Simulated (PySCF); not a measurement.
C2H6OSi.
Bonds: C1–C2 (double), C2–Si3, Si3–O4. Hydrogens: H5, H6 on C1; H7 on C2; H8, H9 on Si3; H10 on O4.

The same species was optimised twice, with GFN2-xTB and with PBE0-D3(BJ)/def2-SVP (PySCF), and the same property calculations (PySCF, gas phase) were run on both structures.

```csv
coordinate,GFN2-xTB,PBE0-D3(BJ)/def2-SVP,change
Si3–O4 (Å),1.627,1.669,+0.042
Si3–H9 (Å),1.457,1.490,+0.033
Si3–H8 (Å),1.468,1.499,+0.031
C2–Si3 (Å),1.886,1.867,-0.019
C1–H6 (Å),1.080,1.096,+0.016
C1–H5 (Å),1.080,1.096,+0.016
C2–H7 (Å),1.083,1.099,+0.016
C1=C2 (Å),1.324,1.338,+0.014
O4–H10 (Å),0.953,0.961,+0.008
Si3–O4–H10 (°),121.7,116.0,-5.7
H8–Si3–H9 (°),113.2,108.7,-4.5
O4–Si3–H9 (°),101.4,105.8,+4.4
C1–C2–Si3 (°),125.0,121.9,-3.1
Si3–C2–H7 (°),117.0,119.6,+2.6
C2–Si3–O4 (°),111.9,110.2,-1.7
C2–Si3–H8 (°),107.7,109.0,+1.3
O4–Si3–H8 (°),110.3,111.6,+1.3
C1–C2–Si3–O4 (°),5,9,+4
```

Rotational constants: A = 11516, B = 4031, C = 3114 MHz (GFN2-xTB) against A = 10796, B = 4198, C = 3167 MHz (PBE0-D3(BJ)/def2-SVP).

On the GFN2-xTB structure: lowest singlet, TDDFT (eV) 6.64 [CAM-B3LYP/def2-SVPD]; lowest triplet, Tamm–Dancoff (eV) 4.35 [CAM-B3LYP/def2-SVPD]; isotropic polarisability (au) 54.4 [CAM-B3LYP/def2-SVPD]; HOMO (eV) -9.36 [CAM-B3LYP/def2-SVPD]; LUMO (eV) 0.66 [CAM-B3LYP/def2-SVPD]; dipole (D) 1.61 [CAM-B3LYP/def2-SVPD]; HOMO (eV) -8.01 [PBE0/pcSseg-1]; LUMO (eV) -0.35 [PBE0/pcSseg-1]; dipole (D) 1.67 [PBE0/pcSseg-1]; GIAO shielding of C1 (ppm) 46.5 [PBE0/pcSseg-1]; GIAO shielding of C2 (ppm) 42.1 [PBE0/pcSseg-1]; GIAO shielding of Si3 (ppm) 378.3 [PBE0/pcSseg-1]; GIAO shielding of O4 (ppm) 329.9 [PBE0/pcSseg-1].

Task: What do these properties become on the PBE0-D3(BJ)/def2-SVP structure?

Result: 
```
                                    property                level  on GFN2-xTB  on PBE0-D3(BJ)/def2-SVP  change
                  lowest singlet, TDDFT (eV)  CAM-B3LYP/def2-SVPD         6.64                     6.63   -0.01
           lowest triplet, Tamm–Dancoff (eV)  CAM-B3LYP/def2-SVPD         4.35                     4.21   -0.14
               isotropic polarisability (au)  CAM-B3LYP/def2-SVPD         54.4                     55.7    +1.3
                                   HOMO (eV)  CAM-B3LYP/def2-SVPD        -9.36                    -9.32   +0.04
                                   LUMO (eV)  CAM-B3LYP/def2-SVPD         0.66                     0.56   -0.10
                                  dipole (D)  CAM-B3LYP/def2-SVPD         1.61                     1.66   +0.05
energy, GFN2-xTB geometry as zero (kcal/mol)  CAM-B3LYP/def2-SVPD          0.0                     -2.0    -2.0
                                   HOMO (eV)        PBE0/pcSseg-1        -8.01                    -7.98   +0.03
                                   LUMO (eV)        PBE0/pcSseg-1        -0.35                    -0.47   -0.12
                                  dipole (D)        PBE0/pcSseg-1         1.67                     1.71   +0.04
energy, GFN2-xTB geometry as zero (kcal/mol)        PBE0/pcSseg-1          0.0                     -1.9    -1.9
                  GIAO shielding of C1 (ppm)        PBE0/pcSseg-1         46.5                     39.9    -6.6
                  GIAO shielding of C2 (ppm)        PBE0/pcSseg-1         42.1                     40.6    -1.5
                 GIAO shielding of Si3 (ppm)        PBE0/pcSseg-1        378.3                    375.9    -2.4
                  GIAO shielding of O4 (ppm)        PBE0/pcSseg-1        329.9                    325.1    -4.8
```

The heavy atoms differ by 0.047 Å rms after alignment. Among all bonds Si3–O4 changes most (+0.042 Å). Changes are differences of the printed values. Neither structure is proved a minimum here.

Conformer computed: `[CH2:1]=[CH:2][SiH2:3][OH:4]`: C1–C2–Si3–O4 9°, H–O4–Si3–C2 68°.
